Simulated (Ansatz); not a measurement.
System: HGeO, charge 1, singlet. HGeO+ (SMILES [OH+]=[Ge]).
B3LYP-D3(BJ)/def2-TZVP minimum from Ansatz (a program for electronic structure):
```
O
H 1 0.9676
Ge 1 1.6749 2 180.00
```
Charge +1, spin multiplicity 1.

Hartree-Fock and CCSD correlation energies in hartree (Ansatz). Radicals and triplets start from unrestricted determinants; spin-orbit coupling is neglected. Correlated methods leave the cores frozen (noble-gas shells, and filled d and f shells in the p block). No relativity. The T1 diagnostic of HGeO+ ([OH+]=[Ge], singlet) reaches 0.025 in the sets run.

| basis | X | E(HF) | E(corr, CCSD) |
|---|---|---|---|
| cc-pVTZ | 3 | -2150.63876 | -0.32062 |
| cc-pVQZ | 4 | -2150.64858 | -0.34065 |
| cc-pV5Z | 5 | -2150.65042 | withheld |

Question: Fit E(corr) = E∞ + A/X³ to X = 3 and 4, predict X = 5, and compare with the run.

Answer: A = (-0.32062 - (-0.34065))/(1/27 - 1/64) = 0.9355; E∞ = -0.34065 - A/64 = -0.35527; at X = 5, E∞ + A/125 = -0.34778. The run gave -0.34782, 0.04 mEh below the prediction. The same form on X = 4 and 5 gives E∞ = -0.35534, 0.08 mEh below the first estimate.
